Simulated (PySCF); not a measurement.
## Correlation energy of Ar²⁺ (argon, charge +2)

[Ne] 3s2 3p4, high-spin 3P determinant. All numbers are calculated (PySCF 2.14, no relativity, point nucleus, in def2-TZVP). Frozen: [Ne]; 6 electrons correlated.

MP2 pair energies summed by pair of shells (mhartree):

```tsv
pair	energy	share (%)
3p-3p	-60.69	47.7
3s-3p	-57.49	45.2
3s-3s	-9.01	7.1
```

Total MP2 correlation energy: -127.19 mhartree.

Same-spin part -29.37 and opposite-spin part -97.82 mhartree; SCS-MP2 scales them by 1/3 and 6/5 to -127.17 mhartree.

```json
{"level": "CCSD", "correlation energy (mhartree)": "-154.27"}
{"level": "(T)", "correlation energy (mhartree)": "-4.07"}
{"level": "CCSD(T)", "correlation energy (mhartree)": "-158.34"}
```

Diagnostics: T1 = 0.0079, D1 = 0.0257, largest double amplitude 0.058.

Problem. Is a single reference adequate?

Solution. Yes: T1 lies below 0.03 and no double amplitude reaches 0.07.
